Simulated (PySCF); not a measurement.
An unknown gives this computed stick spectrum. Method used: TDDFT PBE0/def2-SVPD, vertical, gas phase, core orbitals frozen in the response (PySCF 2.14.0, density-fitted response routines). Geometries: GFN2-xTB, one conformer each.

| state | E (eV) | λ (nm) | f |
| --- | --- | --- | --- |
| S1 | 4.17 | 297.2 | 0.0026 |
| S2 | 4.57 | 271.4 | 0.0021 |
| S3 | 4.66 | 266.1 | 0.252 |
| S4 | 4.97 | 249.3 | 0.0013 |
| S5 | 5.71 | 217.1 | 0.0049 |
| S6 | 5.94 | 208.9 | 0.015 |

Orbital energies (eV): HOMO-3 -8.58, HOMO-2 -7.34, HOMO-1 -7.07, HOMO -6.54, LUMO -1.34, LUMO+1 -0.07, LUMO+2 0.54.

Question: Which candidate is it? All have the formula C7H9P.
A. `CC#CP=C=C(C)C`
B. `CC1=C(C)C=PC=C1`
C. `Cc1cpc(C)cc1`
D. `CC#CP1C=CCC1`

Answer: A. Its S1, at 4.17 eV, is the lowest among the candidates; the nearest of the others has S1 at 4.63 eV. S1 is HOMO-1→LUMO (89%), HOMO-2→LUMO (9%). Löwdin shares by element: HOMO carbon 61% or more, phosphorus 23% (atoms not listed hold the other 16%); LUMO carbon 49% or more, phosphorus 33% (atoms not listed hold the other 18%). At the same level the other candidates give, for their lowest levels:
- `Cc1ccpcc1C`: 4.79 eV (f 0.006); 5.04 eV (f 0.017); 5.09 eV (f 0.165); 5.48 eV (f 0.000); 5.98 eV (f 0.278); T1 3.17 eV; HOMO -6.74, LUMO -1.23 eV
- `CC#CP1C=CCC1`: 4.88 eV (f 0.014); 5.60 eV (f 0.031); 5.79 eV (f 0.018); 6.03 eV (f 0.052); 6.18 eV (f 0.015); T1 4.06 eV; HOMO -6.43, LUMO -0.23 eV
- `Cc1ccc(C)pc1`: 4.63 eV (f 0.016); 4.96 eV (f 0.016); 5.12 eV (f 0.075); 5.46 eV (f 0.000); 5.88 eV (f 0.405); T1 3.17 eV; HOMO -6.78, LUMO -1.30 eV
Triplets come from the Tamm–Dancoff approximation.
